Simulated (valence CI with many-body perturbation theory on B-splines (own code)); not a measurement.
E1 line list for K¹⁴⁺

Computed by configuration interaction combined with many-body perturbation theory (CI+MBPT): three valence electrons over a frozen Dirac-Fock core [He], radial functions for each j: 11 s, 11 p, 9 d, 7 f, 5 g, 2 h, 1 i, with the one-electron correlation potential Σ1 (screened to all orders), the two-electron term Σ2, the three-electron term Σ3, Breit, model QED; selected single and double excitations, second order for the rest (own B-spline code, finite nucleus).

No measured spectrum was set against this ion. As an estimate, levels of excited configurations hold to 0.05 to 0.15 % of their energy, terms of the ground configuration to about 0.5 %.

Lines 201 to 250 of 257 in falling wavelength, among levels below 4696.0 × 10³ cm⁻¹, chosen from the strongest by gf and those to the six lowest levels. Wavelengths and rates use the calculated energies, so an error of 400 cm⁻¹ moves a line at 2.391 nm by 0.0096 % and its rate by three times that or more. Electric multipoles are in the length gauge, E1 and E2 with the static RPA response of the core. Weak lines are less certain than strong ones. Lines between different terms over intervals too small for the method are left out, as are lines whose strength nearly cancels. The highest levels of a list are the least certain.

Names give the largest LS component (configuration and term), which can be under half, so a name can repeat, a term be missing and a line seem to break the LS rules; names also repeat where a configuration has a term twice. Letters in brackets count levels of one name in rising energy.

```
λ vac (nm)               Upper          Lower   A (s⁻¹)  S (a.u.)
     2.391  2s2p3d ²D°_5/2 [b]   2s2p² ²D_5/2  3.55e+11  1.44e-02
     2.390  2s2p3d ²D°_5/2 [b]   2s2p² ²D_3/2  3.49e+10  1.41e-03
     2.385  2s2p3d ²F°_5/2 [a]   2s2p² ⁴P_3/2  2.23e+09  8.95e-05
     2.381  2s2p3d ²P°_1/2 [b]   2s2p² ²D_3/2  1.12e+11  1.49e-03
     2.374  2s2p3d ²P°_3/2 [a]   2s2p² ⁴P_3/2  7.52e+09  1.99e-04
     2.370       2s2p3p ⁴D_1/2  2s²2p ²P°_3/2  1.12e+11  1.47e-03
     2.369       2p²3p ²S°_1/2   2s2p² ²D_3/2  4.85e+10  6.36e-04
     2.368  2s2p3d ²P°_3/2 [a]   2s2p² ⁴P_1/2  6.16e+09  1.61e-04
     2.366       2s2p3p ⁴D_3/2  2s²2p ²P°_3/2  2.76e+11  7.21e-03
     2.362  2s2p3d ²P°_1/2 [a]   2s2p² ⁴P_1/2  1.58e+10  2.05e-04
     2.360   2s2p3p ²P_1/2 [a]  2s²2p ²P°_3/2  2.77e+11  3.60e-03
     2.358   2s2p3p ²P_3/2 [a]  2s²2p ²P°_3/2  7.33e+11  1.90e-02
     2.354       2s2p3p ⁴D_1/2  2s²2p ²P°_1/2  3.91e+11  5.03e-03
     2.349       2s2p3p ⁴D_3/2  2s²2p ²P°_1/2  1.13e+11  2.89e-03
     2.345       2s2p3p ⁴S_3/2  2s²2p ²P°_3/2  1.27e+11  3.24e-03
     2.344   2s2p3p ²P_1/2 [a]  2s²2p ²P°_1/2  1.04e+12  1.32e-02
     2.342   2s2p3p ²P_3/2 [a]  2s²2p ²P°_1/2  4.02e+11  1.02e-02
     2.341       2s2p3p ⁴P_1/2  2s²2p ²P°_3/2  8.84e+09  1.12e-04
     2.334       2s2p3p ⁴P_3/2  2s²2p ²P°_3/2  4.02e+10  1.01e-03
     2.331       2s2p3p ⁴P_5/2  2s²2p ²P°_3/2  1.54e+11  5.77e-03
     2.331   2s2p3p ²D_3/2 [a]  2s²2p ²P°_3/2  5.77e+11  1.44e-02
     2.329       2s2p3p ⁴S_3/2  2s²2p ²P°_1/2  1.13e+11  2.81e-03
     2.325       2s2p3p ⁴P_1/2  2s²2p ²P°_1/2  1.84e+10  2.28e-04
     2.321   2s2p3p ²D_5/2 [a]  2s²2p ²P°_3/2  1.91e+12  7.07e-02
     2.319       2s2p3p ⁴P_3/2  2s²2p ²P°_1/2  7.38e+10  1.82e-03
     2.315   2s2p3p ²D_3/2 [a]  2s²2p ²P°_1/2  1.36e+12  3.33e-02
     2.305  2s2p3d ²F°_7/2 [b]   2s2p² ⁴P_5/2  4.40e+09  2.13e-04
     2.305   2s2p3p ²S_1/2 [a]  2s²2p ²P°_3/2  1.57e+12  1.90e-02
     2.290   2s2p3p ²S_1/2 [a]  2s²2p ²P°_1/2  5.58e+11  6.61e-03
     2.270       2p²3p ⁴D°_3/2   2s2p² ⁴P_5/2  3.55e+09  8.19e-05
     2.270       2p²3p ²S°_1/2   2s2p² ⁴P_3/2  1.41e+10  1.62e-04
     2.265       2p²3p ⁴D°_1/2   2s2p² ⁴P_3/2  1.32e+11  1.51e-03
     2.264       2p²3p ⁴D°_5/2   2s2p² ⁴P_5/2  7.15e+10  2.46e-03
     2.264       2p²3p ²S°_1/2   2s2p² ⁴P_1/2  1.97e+11  2.25e-03
     2.263       2p²3p ⁴D°_3/2   2s2p² ⁴P_3/2  2.30e+11  5.25e-03
     2.259       2p²3p ⁴D°_1/2   2s2p² ⁴P_1/2  3.96e+11  4.50e-03
     2.257       2p²3p ⁴D°_5/2   2s2p² ⁴P_3/2  6.13e+11  2.09e-02
     2.257       2p²3p ⁴D°_3/2   2s2p² ⁴P_1/2  4.42e+11  1.00e-02
     2.233   2s2p3p ²P_1/2 [b]  2s²2p ²P°_3/2  3.18e+11  3.50e-03
     2.232   2s2p3p ²D_3/2 [b]  2s²2p ²P°_3/2  3.25e+11  7.13e-03
     2.230   2s2p3p ²D_5/2 [b]  2s²2p ²P°_3/2  1.93e+11  6.35e-03
     2.229   2s2p3p ²P_3/2 [b]  2s²2p ²P°_3/2  3.17e+11  6.92e-03
     2.219   2s2p3p ²P_1/2 [b]  2s²2p ²P°_1/2  3.09e+11  3.33e-03
     2.218   2s2p3p ²D_3/2 [b]  2s²2p ²P°_1/2  1.11e+10  2.38e-04
     2.216   2s2p3p ²S_1/2 [b]  2s²2p ²P°_3/2  1.39e+11  1.50e-03
     2.215   2s2p3p ²P_3/2 [b]  2s²2p ²P°_1/2  1.69e+11  3.62e-03
     2.202   2s2p3p ²S_1/2 [b]  2s²2p ²P°_1/2  1.00e+11  1.06e-03
     2.195        2p²3s ⁴P_3/2  2s²2p ²P°_3/2  4.32e+09  9.01e-05
     2.188        2p²3s ⁴P_5/2  2s²2p ²P°_3/2  2.68e+09  8.32e-05
     2.187        2p²3s ⁴P_1/2  2s²2p ²P°_1/2  9.07e+09  9.36e-05
```
